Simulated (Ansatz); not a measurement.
This geometry of ClFH2Si + H2O (8 atoms, charge 0, multiplicity 1) is a first-order saddle point.

Method: Ansatz, RKS PBE-D4/def2-SVP.

```xyz
8
Properties=species:S:1:pos:R:3
Si -0.597 0.241 -0.113
F -0.358 -1.677 -0.198
H -0.809 0.214 -1.589
H -1.692 0.066 0.879
Cl -0.197 2.335 0.090
H 0.757 -1.245 0.189
O 1.066 -0.211 0.554
H 1.830 0.278 0.188
```

Question: Which two structures does it join? (They come from a converged band through this point; their orientation in space is the band's.)

Answer: Bonds broken: Si1–F2, H6–O7. Bonds formed: Si1–O7, F2–H6. ClFH2Si + H2O becomes ClH3OSi + FH.

First end point:

```xyz
8
Properties=species:S:1:pos:R:3
Si -0.965 0.215 -0.444
F -0.192 -1.104 -1.047
H -2.107 0.456 -1.381
H -1.419 0.010 0.957
Cl 0.266 1.883 -0.636
H 1.394 -1.180 0.485
O 1.271 -0.529 1.203
H 1.752 0.250 0.863
```

Last end point:

```xyz
8
Properties=species:S:1:pos:R:3
Si -0.511 0.597 -0.059
F -0.077 -2.278 -0.172
H -0.733 0.348 -1.516
H -1.545 0.026 0.843
Cl -0.447 2.663 0.188
H 0.571 -1.665 0.168
O 0.973 -0.041 0.477
H 1.769 0.350 0.070
```

Question: How far does it lie above each of them?

Answer: 72.9 kJ/mol above the first and 44.7 kJ/mol above the second. This is the barrier of this one path; another mechanism may lie lower. The orbitals stay closed-shell, which can raise the energy where a bond breaks towards radicals; this wasn't checked here.

Time of the run: 92 s on 2 threads of Arm Neoverse V1 (shared host), peak memory 0.12 GiB.
